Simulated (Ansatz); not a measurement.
`C1=C[SiH2]C1`, relaxed with RKS PBE0-D4/def2-TZVP in Ansatz 0.2.0 from a PBE-D4/def2-SVP geometry. The force threshold is 0.005 eV/Å; the program also tests the step.

The species carries charge 0 and has multiplicity 1.

Start:

```xyz
10

C     0.199   -1.090   -0.293
C    -1.069   -0.760    0.080
Si   -0.546    1.019    0.358
C     1.075    0.156   -0.218
H     0.561   -2.092   -0.603
H    -1.940   -1.429    0.134
H    -0.573    1.555    1.768
H    -1.119    2.079   -0.549
H     1.504    0.474   -1.193
H     1.907    0.088    0.514
```

Q: By how much does the energy fall, and how many steps does the optimiser take? (An estimate is asked.)

A: Ansatz gave: 4.92 kJ/mol, in 5 steps, 1 of them rejected.

Q: Which bonds change most? (Best estimate.)

A: Computed: Si3–C4 from 1.925 to 1.897 Å; C2–Si3 from 1.875 to 1.852 Å; C1–C2 from 1.362 to 1.343 Å; C1–H5 from 1.110 to 1.091 Å.

Q: Give the relaxed structure. (Estimate.)

A: The calculation gave: 
```xyz
10

C     0.192   -1.076   -0.288
C    -1.059   -0.752    0.080
Si   -0.534    1.004    0.352
C     1.067    0.160   -0.216
H     0.549   -2.061   -0.594
H    -1.913   -1.414    0.132
H    -0.566    1.535    1.745
H    -1.105    2.051   -0.541
H     1.485    0.467   -1.177
H     1.883    0.087    0.508
```
